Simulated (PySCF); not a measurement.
## In⁺ (indium, charge +1) across methods

[Kr] 4d10 5s1 5p1, high-spin 3P determinant (an excited configuration). Calculation: PySCF 2.14, in dyall-acv2z (22s16p12d2f, 144 functions); scalar relativity by spin-free X2C-1e.

| method | E (hartree) | mean ε 4d β (eV) | mean ε 5s α (eV) | mean ε 5p α (eV) | Σ⟨r²⟩ (bohr²) | ⟨S²⟩ |
| --- | --- | --- | --- | --- | --- | --- |
| PBE0 | -5880.25 | -29.797 | -17.578 | -10.747 | 44.22 | 2.001 |
| LDA | -5874.75 | -27.547 | -16.792 | -9.894 | 44.18 | 2.001 |
| UHF | -5877.96839 | -36.133 | -20.169 | -13.090 | 44.81 | 2.002 |
| r2SCAN | -5880.60 | -27.847 | -16.793 | -10.093 | 44.02 | 2.003 |

Estimate the same row for PBE.

E (hartree) = -5880.17; mean ε 4d β (eV) = -27.337; mean ε 5s α (eV) = -16.493; mean ε 5p α (eV) = -9.823; Σ⟨r²⟩ (bohr²) = 44.32; ⟨S²⟩ = 2.001.
